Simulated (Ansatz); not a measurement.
silicon monoxide (OSi), singlet, geometry from GFN2-xTB; HF/6-31G** (Ansatz, an electronic-structure program).

Input for Ansatz:
Ansatz 0.2 input:
```yaml
crystal:
  periodic: [false, false, false]
  atoms:
    - {symbol: Si, position_ang: [-0.00000000, -0.00000000, -0.54858264]}
    - {symbol: O, position_ang: [0.00000000, 0.00000000, 0.96001962]}
basis:
  gaussian:
    orbitals: 6-31G__.json
hamiltonian:
  xc: hf
```
The basis file holds 6-31G** in the JSON format of the Basis Set Exchange.

Q: Write the output that Ansatz gives for this input, abridged.

A: 
```
Functional definition: HF
292 factors; integrals over basis functions are off by at most 8.6e-4 eV
mean field evaluation 1: about -9894.3078 eV, gradient 4.6e1 eV
mean field evaluation 2: about -9894.3182 eV, gradient 4.6e1 eV
mean field evaluation 4: about -9898.8846 eV, gradient 2.2e0 eV
mean field evaluation 8: about -9898.9099 eV, gradient 7.9e-2 eV
mean field -9898.90988140 eV, -363.7782284193 hartree, gradient 1.1e-5 eV, S^2 0.000000; 0 other end points of the search recorded, 0 dependent functions left out
reference -9898.90988140 eV, -363.7782284193 hartree; 11, 11 occupied and 23, 23 virtual orbitals, 292 factors
Total energy: -9898.90988140 eV, -363.7782284193 hartree
```
